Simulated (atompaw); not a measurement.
What one change does to a pseudopotential (lithium (Li), PAW (atompaw))

* Element: lithium (Li)
* Generator: atompaw 4.2.0.5
* Type: PAW
* Functional: PBE
* Relativity: scalar-relativistic
* Frozen core: none
* Valence charge: 3
* Reference configuration: 1s2 2s0.5 2p0 (charge +0.5)
* Partial waves: 1s (bound): rc 0.50 bohr; 2s (bound): rc 3.00 bohr; 2p (bound, empty): rc 3.00 bohr; 2p channel at 0.6 Ry: rc 3.00 bohr; 3d channel at -0.05 Ry: rc 3.00 bohr
* Local potential: ultrasoft scheme with l = 3 at 0 Ry, radius 2.35 bohr
* Core correction: none
* Augmentation charge: besselshape compensation charge, radius 2.35 bohr; PAW radius 3.00 bohr; waves and projectors: custom polynom vanderbiltortho

All-electron outer shells of the reference configuration (PBE, scalar-relativistic, ld1.x):

| shell | level (eV) | outermost node (bohr) | outermost maximum (bohr) |
| --- | --- | --- | --- |
| 1s | -55.76 | – | 0.36 |
| 2s | -5.34 | 0.83 | 2.90 |
| 2p | -3.34 | – | 3.24 |

Change: reference 1s2 2s0.75 2p0.25; added wave 3d channel at 3.15 Ry: rc 3.00 bohr.

Cutoffs: the cutoffs (Ry, on a coarse ladder) from which the occupation-weighted sum of valence levels, in a spherical-Bessel basis at the reference potential, stays within 10 and 1 mRy of its value at 400 Ry; they do not see the model core or the augmentation charge, which bear on the density cutoff.

Question: What does the change do?

Answer: The potential gets neither clearly harder nor softer (160 Ry and 200 Ry → 160 Ry and 200 Ry); the range in which the d phases agree widens (upper end 3.7 → 4.7); neither file shows a bound ghost.

| quantity | base | changed |
| --- | --- | --- |
| cutoff, loose | 160 Ry | 160 Ry |
| cutoff, tight | 200 Ry | 200 Ry |
| bound ghosts | none | none |
| s: phases at 3.00 bohr within 0.05 rad from the reference energy up to (Ry; the scan ends near 5) | n/a | 1.7 |
| p: phases at 3.00 bohr within 0.05 rad from the reference energy up to (Ry; the scan ends near 5) | 2.0 | 2.4 |
| d: phases at 3.00 bohr within 0.05 rad from the reference energy up to (Ry; the scan ends near 5) | 3.7 | 4.7 |
| lowest overlap eigenvalue by channel | s 0.57, p 0.98, d 1.00 | s 0.59, p 0.97, d 0.98 |

 The cutoffs see the waves, projectors and local potential, not the compensation charge or the core.
